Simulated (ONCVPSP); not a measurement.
**Gd: variants of one ONCV potential**

Base potential:

| Item | Value |
| --- | --- |
| Element | Gd (Z = 64) |
| Generator | ONCVPSP 4.0.1 |
| Type | optimised norm-conserving Vanderbilt (ONCV) |
| Functional | PBEsol |
| Relativity | scalar-relativistic |
| Frozen core | [Kr] 4d10 |
| Valence charge | 18 |
| Reference configuration | 4f7 5s2 5p6 5d1 6s2 |
| Partial waves | 5s+6s: rc 2.40 bohr, ncon 5, nbas 10, qcut 4.3 1/bohr, 3 projectors, debl 1.7 Ha; 5p: rc 2.25 bohr, ncon 3, nbas 7, qcut 7.4 1/bohr, 2 projectors, debl 3 Ha; 5d: rc 2.60 bohr, ncon 4, nbas 8, qcut 4 1/bohr, 3 projectors, debl 1.6 Ha; 4f: rc 1.40 bohr, ncon 5, nbas 10, qcut 13.4 1/bohr, 2 projectors, debl 3.8 Ha |
| Local potential | polynomial inside 1.15 bohr (lpopt 5, dvloc0 0 Ha) |
| Core correction | Teter function, fcfact 5.5, rcfact 1.55 |

All-electron outer shells of the reference configuration (PBEsol, scalar-relativistic, ld1.x):

```csv
shell,level (eV),outermost node (bohr),outermost maximum (bohr)
4d,-147.59,0.27,0.56
5s,-49.77,0.65,1.20
5p,-27.28,0.70,1.35
4f,-8.73,–,0.56
6s,-4.15,1.60,3.37
5d,-2.56,0.79,1.97
```

Cutoffs, loose and tight: the cutoffs (Ha) at which the residual kinetic energy of the hardest occupied pseudo-wave falls to 1 and 0.1 mHa per electron. They do not see the model core or the augmentation charge, which bear on the density cutoff. Test errors are all-electron minus pseudo excitation energies from the reference, over the configurations 4f7 5s2 5p6 5d1 6s1; 4f7 5s2 5p6 5d1 6s0; 4f7 5s2 5p6 5d0 6s0; 4f8 5s2 5p6 5d1 6s0. A dash means not determined; rows that change the core or the reference have their own tests. The largest error is taken over the tests solved by every variant that gives reliable tests at all: 4f7 5s2 5p6 5d1 6s0; 4f7 5s2 5p6 5d1 6s1; 4f8 5s2 5p6 5d1 6s0.

A true bound ghost makes a file unfit for plane-wave use even where its test errors are small: the radial tests pick states by their node count and pass the ghost by.

| change | outcome | cutoff, loose | cutoff, tight | bound ghosts | GHOST(+) flags above zero | largest test error (meV) |
| --- | --- | --- | --- | --- | --- | --- |
| base | generated | 75 Ha | 82 Ha | none | s, p | +89 |
| core correction Teter function, fcfact 1.5, rcfact 1.55 | generated | 75 Ha | 82 Ha | none | s, p | +102 |
| local potential polynomial inside 1.30 bohr (lpopt 5, dvloc0 0 Ha) | generated | 75 Ha | 82 Ha | none | s, d | +89 |
| p: ncon 5, nbas 9 | generated | 75 Ha | 82 Ha | none | s, p | +78 |
| d: nproj 2 | generated | 75 Ha | 82 Ha | d | s, p | +89 |
| p: rc 2.16 | generated | 75 Ha | 82 Ha | none | s, p | +86 |
| p: qcut 6.9 | generated | 75 Ha | 82 Ha | none | s, p | +100 |
